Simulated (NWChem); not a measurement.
Species: MgNH2F; SMILES [NH2][Mg][F]

```xyz
5

Mg    -0.1398     0.3130    -0.0003
F      0.2326     2.0166    -0.0004
N     -0.5432    -1.5296    -0.0001
H     -0.6598    -2.1155    -0.8193
H     -0.6803    -2.1110     0.8191
```
Atoms are numbered in this order, from 1.

Results from NWChem. Pople sets run with spherical d functions. Structure relaxed at the B3LYP/6-31G* (spherical d) level. Vzz is the largest principal value of the second derivative of the potential at the nucleus (NWChem prints the opposite sign); η is the asymmetry. Non-relativistic.

```
level           Vzz Mg1 (a.u.)  η Mg1  Vzz N3 (a.u.)  η N3
--------------  --------------  -----  -------------  ----
PBE0/def2-TZVP          -1.161   0.18         -0.765  0.64
PBE0/def2-SVP           -1.010   0.18         -0.807  0.59
PBE/def2-SVP            -0.989   0.20         -0.790  0.57
PBE/6-31G*              -0.850   0.22         -0.784  0.57
```
